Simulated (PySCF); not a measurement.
## Computed properties of RbI, SMILES [Rb][I]

RbI, SMILES [Rb][I]. Coordinates come from a B3LYP-D3(BJ)/def2-TZVPD optimisation. The def2 effective core potentials stand for the cores of I, Rb; spin–orbit coupling is left out. One conformer was computed; it need not be the lowest. All values are computed for the isolated molecule unless a solvent is named; none is compared with measurement here.

**Structure.** The optimised structure has C∞v symmetry. All 1 harmonic modes at B3LYP-D3(BJ)/def2-TZVPD (PySCF) are real, so it is a minimum.

**Vibrations.** The strongest infrared lines (harmonic, unscaled, degenerate partners summed) lie at 130 cm⁻¹ (18 km/mol, Rb 60 %, I 40 %). The softest mode is at 130 cm⁻¹ and the zero-point energy is 0.2 kcal/mol.

**Electronic structure.** ωB97X/def2-TZVPD (PySCF) places the frontier levels at -7.44 and -0.22 eV, a gap of 7.22 eV, and gives a dipole moment of 12.25 D and a mean polarisability of 67.5 bohr³. PBE/def2-TZVPD (PySCF) at the same geometry gives -4.34 and -2.06 eV, so its gap is 4.94 eV narrower. An orbital gap is neither the optical nor the fundamental gap.

**Excitations.** TDDFT-B3LYP/def2-TZVPD (PySCF) has S1 at 2.65 eV (468 nm, f = 0.013, weak); the most intense of the 10 singlets computed lies at 3.09 eV (f = 0.14). Strengths of degenerate partners are summed. T1 (TDA) is at 2.61 eV. TDDFT-PBE/def2-TZVPD (PySCF) puts S1 at 2.29 eV.
